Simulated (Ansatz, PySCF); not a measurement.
C₄H₅NS₂, SMILES Cc1ncsc1S. Atoms are numbered in the order given.

```xyz
12

C     -1.1061     2.1771     0.7130
C     -0.1090     1.1284     0.3497
N      1.1956     1.4879     0.1271
C      1.9332     0.4576    -0.1759
S      1.1071    -1.0642    -0.2058
C     -0.3691    -0.2278     0.2044
S     -1.8768    -1.0800     0.5041
H     -1.1035     2.9764    -0.0444
H     -0.8354     2.6443     1.6735
H     -2.1155     1.7539     0.7945
H      3.0008     0.5182    -0.4070
H     -2.2386    -1.2759    -0.7885
```
Charge 0, spin multiplicity 1.

Geometry optimised at r2SCAN-D4/def2-SVP. The values are those of a single conformer.

Two levels are set side by side: PBE-D3(BJ)/def2-SVP (Ansatz, a first-principles code) and r2SCAN-D4/def2-SVP (Ansatz). Each level has its own optimised geometry; the coordinates shown are those of the second. Frequencies come from the Hessian of PySCF at each geometry. Differences are taken from unrounded values.

```tsv
quantity	r2SCAN-D4	PBE-D3(BJ)	PBE-D3(BJ) minus r2SCAN-D4
mean bond length (Å)	1.378	1.386	0.008
bond C1–C2 (Å)	1.492	1.496	0.004
bond C2–N3 (Å)	1.371	1.377	0.006
bond C2–C6 (Å)	1.389	1.396	0.007
bond N3–C4 (Å)	1.303	1.310	0.007
bond C4–S5 (Å)	1.732	1.743	0.011
bond S5–C6 (Å)	1.746	1.753	0.008
bond C6–S7 (Å)	1.758	1.764	0.007
bond C1–H8 (Å)	1.101	1.109	0.008
bond C1–H9 (Å)	1.102	1.109	0.007
bond C1–H10 (Å)	1.098	1.105	0.008
bond C4–H11 (Å)	1.094	1.101	0.007
bond S7–H12 (Å)	1.357	1.368	0.011
highest harmonic wavenumber (cm⁻¹)	3211	3141	-70
mean harmonic wavenumber (cm⁻¹)	1195	1163	-31
zero-point energy (kcal/mol)	51.23	49.89	-1.34
```
